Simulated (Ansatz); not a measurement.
`[NH2][GeH]1[O][SiH2]1` and `[OH][GeH]1[O][SiH2]1` differ in one atom or group.

Ansatz, PBE0-D4/def2-TZVP geometries, multiplicity 1. Each molecule was computed in one conformer, which needn't be the lowest.

Scalar relativity is left out up to krypton.

| property | `[NH2][GeH]1[O][SiH2]1` |
| --- | --- |
| LUMO energy (ωB97M-V/def2-TZVPP) / eV | 0.90 |
| LUMO energy (B3LYP/def2-TZVPP) / eV | -1.11 |
| HOMO energy (PBE/def2-TZVPP) / eV | -5.44 |
| HOMO–LUMO gap (PBE0/def2-TZVPP) / eV | 5.71 |
| HOMO–LUMO gap (PBE/def2-TZVPP) / eV | 3.73 |
| size of the dipole moment (B3LYP/def2-TZVPP) / D | 2.73 |

Problem. What does the change do to each property? (Best estimate.)

Solution. Ansatz gave: 
```tsv
property	`[OH][GeH]1[O][SiH2]1`	shift
LUMO energy (ωB97M-V/def2-TZVPP) / eV	0.55	-0.35
LUMO energy (B3LYP/def2-TZVPP) / eV	-1.48	-0.37
HOMO energy (PBE/def2-TZVPP) / eV	-5.85	-0.41
HOMO–LUMO gap (PBE0/def2-TZVPP) / eV	5.76	0.05
HOMO–LUMO gap (PBE/def2-TZVPP) / eV	3.78	0.05
size of the dipole moment (B3LYP/def2-TZVPP) / D	2.35	-0.38
```

With PBE0 the HOMO falls by 0.42 eV and the LUMO falls by 0.36 eV, so the gap widens by about 0.06 eV. PBE moves the HOMO by -0.41 eV and ωB97M-V by -0.40 eV. Dipoles are sizes alone; their direction can turn.

B3LYP here is the variant with VWN-RPA as its local correlation; programs differ in this.
